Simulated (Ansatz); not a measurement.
Geometry optimisation, RKS PBE0/def2-SVP in Ansatz.

input.yaml

```yaml
crystal:
  periodic: [false, false, false]
  atoms:
    - { symbol: Si, position_ang: [-0.1246, 0.0286, -0.0538] }
    - { symbol: I, position_ang: [1.9111, -0.9357, 0.718] }
    - { symbol: H, position_ang: [-1.1847, 0.1117, 1.0367] }
    - { symbol: H, position_ang: [-0.6476, -0.7267, -1.1857] }
    - { symbol: H, position_ang: [0.0957, 1.4484, -0.5565] }
basis:
  gaussian: { orbitals: def2-SVP }
hamiltonian:
  xc: pbe0
relax:
  f_tol: 0.02
  max_steps: 40
scf:
  lower_state_search: "off"
```

Command:

```bash
$ ansatz run input.yaml --threads 1 --pin off --max-ram 2048MiB --backend cpu --events-out ev --progress --plain --runs-dir out
```

Question: Where does it end, and by what steps?

Answer: The run converged. After 3 steps the energy has fallen by 0.076 eV; Si1 moved furthest, 0.06 Å.

```csv
step,energy less start (eV),largest force component (eV/Å),accepted
0,0.0000,1.428,yes
1,-0.0697,0.331,yes
2,-0.0763,0.028,yes
3,-0.0764,0.004,yes
```

```xyz
5
Properties=species:S:1:pos:R:3
Si -0.165 0.069 -0.077
I 1.917 -0.928 0.742
H -1.151 0.090 1.039
H -0.675 -0.760 -1.204
H 0.123 1.455 -0.540
```

Time of the run: 5.3 s on 1 thread of Arm Neoverse V2 (shared host), peak memory 0.1 GiB.
